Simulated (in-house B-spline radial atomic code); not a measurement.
**Correlation energy from the adiabatic connection: −Z/r, Z = 0.932, wall at 5.08 bohr**

Two electrons in a singlet, external potential −Z/r, Z = 0.932, wall at 5.08 bohr (atomic units). Full CI in B-splines (partial waves to l = 8, correlation up to 0.6 % small) with the density held fixed gives W(λ) = <V_ee>_λ − U, and E_c is the integral of W(λ) − W(0) from 0 to 1.

```csv
λ,W(λ) − W(0) (hartree)
0,0.00000
0.02,-0.00187
0.05,-0.00461
0.12,-0.01070
0.25,-0.02098
0.4,-0.03143
0.6,-0.04344
0.8,-0.05370
1,-0.06256
```

(1) Integrate the table by the trapezoid rule.

(2) Now use only three numbers: W(0) = -0.47741, the initial slope W'(0) = -0.09452 (extrapolated from the first points) and the strong-coupling limit of the point-charge-plus-continuum model, W∞ = -0.60084. What do second-order theory and the interpolation W(λ) = W∞ + (W(0) − W∞)/√(1 + 2χλ) of Seidl, Perdew and Levy give?

Answers

(1) The strips give -0.00002, -0.00010, -0.00054, -0.00206, -0.00393, -0.00749, -0.00971, -0.01163, which sum to -0.03547 hartree. The direct value, W(1) − W(0) + T_c with T_c = 0.02698, is -0.03558; the curve is convex, so chords lie above it and the trapezoids fall short in size by 0.32 %.

(2) Second order keeps the slope alone: E_c = W'(0)/2 = -0.04726, +33 % in size against -0.03558. Matching the slope fixes χ = W'(0)/(W∞ − W(0)) = -0.09452/(-0.12343) = 0.76578. Integrating, with s = √(1 + 2χ) = 1.591087, E_c = −(W(0) − W∞)(s − 1)/(s + 1) = −0.12343 × 0.591087/2.591087 = -0.02816 hartree, -20.9 % in size against the full result. At λ = 1 the formula gives W − W(0) = -0.04585 against -0.06256. Part of the miss can come from the model's W∞, which here lies above the computed W at λ = 10, -0.63315.
